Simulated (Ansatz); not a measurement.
InH₄, that is [InH4]- with one electron fewer. The state is a doublet with charge 0. Geometry PBE-D4/def2-TZVPD, that of the charge -1 singlet; atoms count from 1.

```
atom    x (Å)    y (Å)    z (Å)
 In1   0.0000   0.0000   0.0000
  H2  -0.1495   1.5112   0.9558
  H3   0.1960  -1.3915   1.1158
  H4   1.4299   0.1107  -1.0783
  H5  -1.4765  -0.2305  -0.9933
```

In the def2 sets In takes a core potential; there is no spin–orbit coupling.

**Question.** Estimate the Mulliken populations from the PBE0/def2-TZVPD orbitals of Ansatz.

**Answer.** 
```csv
atom,charge (e),spin (α − β)
In1,0.35,0.06
H2,-0.09,0.23
H3,-0.09,0.23
H4,-0.09,0.23
H5,-0.09,0.23
```
Mulliken values and Mayer orders depend strongly on the basis. With diffuse functions, as here, like atoms can get unlike values, and bond orders can come out too low or too high.

**Question.** Where does the spin sit?

**Answer.** Summed by element: In 0.06, H 0.94, of 1 unpaired in all. Largest on single atoms: H2 0.23, H3 0.23, H4 0.23.
